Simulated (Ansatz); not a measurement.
```xyz
5

C    -0.0087   -0.0201   -1.8167
I     0.0215    0.0519    0.3302
H    -0.0259   -1.0513   -2.1865
H    -0.8666    0.5199   -2.1519
H     0.9014    0.5286   -2.1499
```

Basis set: STO-3G (spherical functions). Left uncorrelated: 19 orbitals. Charge 0, multiplicity 1.

Computed with Ansatz (development build ahead of 0.2.0); each method stands on the lowest determinant of its kind that the runs found. Restricted open shells among the atoms or ions are ROHF, correlated in semicanonical orbitals with singles.

The atomization energy at this shape (free ground-state atoms in the same class of orbitals less the molecule, no zero-point energy) of singlet CH₃I:

| method | atomization energy |
| --- | --- |
| RHF-MP2 | 16.85 eV |

What does RHF give?

15.32 eV.

This basis has no polarisation functions and is too small for such energies, which can lie far from measured ones in either direction.
